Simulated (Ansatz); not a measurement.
C$_{2}$H$_{6}$, charge +1, doublet, at a GFN2-xTB geometry (a state made from the parent by changing its charge; the spin is typed, not shown lowest). Base run: SVWN5/def2-SVP (Ansatz, a first-principles code).

Geometry (Å):
```xyz
8

C     -0.7187     0.1363    -0.0251
C      0.7187    -0.1363     0.0251
H     -1.2561    -0.5866    -0.6771
H     -0.9724     1.1611    -0.2922
H     -1.2319    -0.1659     0.9139
H      0.9724    -1.1611     0.2922
H      1.2561     0.5866     0.6771
H      1.2319     0.1659    -0.9139
```
Charge +1, spin multiplicity 2.
Orbitals are unrestricted.
All else is at Ansatz's defaults.
Base energy -78.56542 Eh.

Variants of this job, named by their change:

```json
[
 {"change": "base", "ΔE vs base (mEh)": "0.000"},
 {"change": "point_charge = charge:-1.0 position_ang:2.05, 4.0534, -0.0688", "ΔE vs base (mEh)": "-117.6"},
 {"change": "nuclear_model = gaussian", "ΔE vs base (mEh)": "0.006"},
 {"change": "lower_state_search = full", "ΔE vs base (mEh)": "0.000"},
 {"change": "accuracy = high", "ΔE vs base (mEh)": "0.001"},
 {"change": "forces = on", "ΔE vs base (mEh)": "0.000"},
 {"change": "lower_state_search = light", "ΔE vs base (mEh)": "0.000"},
 {"change": "fitting.mean_field = def2-universal-JKFIT", "ΔE vs base (mEh)": "-0.048"},
 {"change": "point_charge = charge:0.5 position_ang:-2.451, 2.6177, -2.7889", "ΔE vs base (mEh)": "56.843"},
 {"change": "fitting.mean_field = cc-pVTZ-JKFIT", "ΔE vs base (mEh)": "-0.048"},
 {"change": "final_grid = 14, 28, 59", "ΔE vs base (mEh)": "0.000"}
]
```
